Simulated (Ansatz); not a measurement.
Input file for Ansatz (an electronic-structure program): U-CCSD(T)/def2-TZVPP on ClGaH2 (SMILES [Cl][GaH2]), a point of a bond scan (R = 1.713 Å). The run froze 19 orbitals, filled d shells among them.

Ansatz 0.2 input:
```yaml
crystal:
  periodic: [false, false, false]
  atoms:
    - {symbol: Ga, position_ang: [-0.00289679, -0.23188832, -0.67116797]}
    - {symbol: H, position_ang: [-1.54972504, -0.31984290, -1.40090211]}
    - {symbol: H, position_ang: [1.39793515, -0.58224349, -1.25325605]}
    - {symbol: Cl, position_ang: [0.00593939, 0.47544872, 1.37611916]}
basis:
  gaussian:
    orbitals: def2-TZVPP
correlation: {method: ccsd_t, electrons: outside_noble_gas}
scf: {omitted_lower_state_checks: [cluster_reference]}
magnetization: {spin_polarized: true, initial_magnetization: 0}
```

What total energy does the run end on?

-2384.2792 hartree (reference determinant -2383.9661, T1 diagnostic 0.009).

How many basis functions does it have, and what does it roughly cost on one machine?

118 functions; about 8 core-seconds (a rough figure).
